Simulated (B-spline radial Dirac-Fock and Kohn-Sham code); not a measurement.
Two-hole binding energies of Mo⁷⁺

System: Mo⁷⁺ in the configuration [Ar] 3d10 4s2 4p5.

These are calculated numbers from a radial atomic solver; the model is Dirac-Fock ΔSCF + Breit + QED. U is the two-hole binding energy less the two single-hole energies, the effective repulsion of the holes after relaxation. Each two-hole energy is an average over J within one jj subconfiguration.

```
          holes  E(a) (eV)  E(b) (eV)  E(ab) (eV)  U (eV)
           1s⁻²    20125.8    20125.8     40905.9   654.3
   1s⁻¹ 2p1/2⁻¹    20125.8     2753.1     23066.0   187.1
   1s⁻¹ 3d3/2⁻¹    20125.8      353.5     20533.4    54.1
   1s⁻¹ 3d5/2⁻¹    20125.8      350.3     20529.7    53.6
           2s⁻²     2998.9     2998.9      6111.7   113.9
        2p1/2⁻²     2753.1     2753.1      5644.3   138.0
   2s⁻¹ 3p1/2⁻¹     2998.9      537.2      3589.7    53.6
   2p1/2⁻¹ 3s⁻¹     2753.1      631.4      3437.5    53.0
   2s⁻¹ 3d3/2⁻¹     2998.9      353.5      3407.4    54.9
2p1/2⁻¹ 3d3/2⁻¹     2753.1      353.5      3160.3    53.6
        3p1/2⁻²      537.2      537.2      1120.3    45.9
        3d3/2⁻²      353.5      353.5           ?       ?
3d3/2⁻¹ 3d5/2⁻¹      353.5      350.3       749.6    45.8
        3d5/2⁻²      350.3      350.3       745.9    45.2
```

Task: Give the missing two-hole energy and U.

Result: E(ab) = 752.3 eV and U = 45.2 eV.

Run: 31 s of CPU time on 1 thread of Neoverse-V1 (shared host), peak memory 0.40 GiB.
